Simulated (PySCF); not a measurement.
## Radial density of Al⁺ (aluminium, charge +1)

M06, [Ne] 3s1 3p1, 3s spin antiparallel (an excited configuration). All numbers are calculated (PySCF 2.14, scalar relativity by spin-free X2C-1e, in aug-cc-pCVTZ-DK).

| r (bohr) | 4πr²ρ (e/bohr) | 4πr²(ρα − ρβ) |
| --- | --- | --- |
| 0.00168 | 0.05560 | -0.0001 |
| 0.00283 | 0.1465 | -0.0004 |
| 0.00475 | 0.3817 | -0.0010 |
| 0.00800 | 0.9677 | -0.0024 |
| 0.0135 | 2.331 | -0.0058 |
| 0.0226 | 5.122 | -0.0125 |
| 0.0381 | 9.638 | -0.0224 |
| 0.0640 | 13.97 | -0.0263 |
| 0.108 | 13.50 | -0.0034 |
| 0.181 | 9.009 | 0.0339 |
| 0.305 | 10.36 | -0.0017 |
| 0.512 | 12.30 | -0.0299 |
| 0.862 | 5.312 | -0.0017 |
| 1.45 | 1.093 | -0.1941 |
| 2.44 | 0.8454 | -0.0312 |
| 4.10 | 0.1966 | 0.0763 |
| 6.90 | 0.008582 | 0.0075 |
| 11.6 | 1.976e-05 | 0.0000 |

Densities and radii are taken from the X2C orbitals without a picture-change correction, which distorts them close to the nucleus.

With the s spin flipped the determinant is a mixture of two multiplicities, not a spectroscopic state.
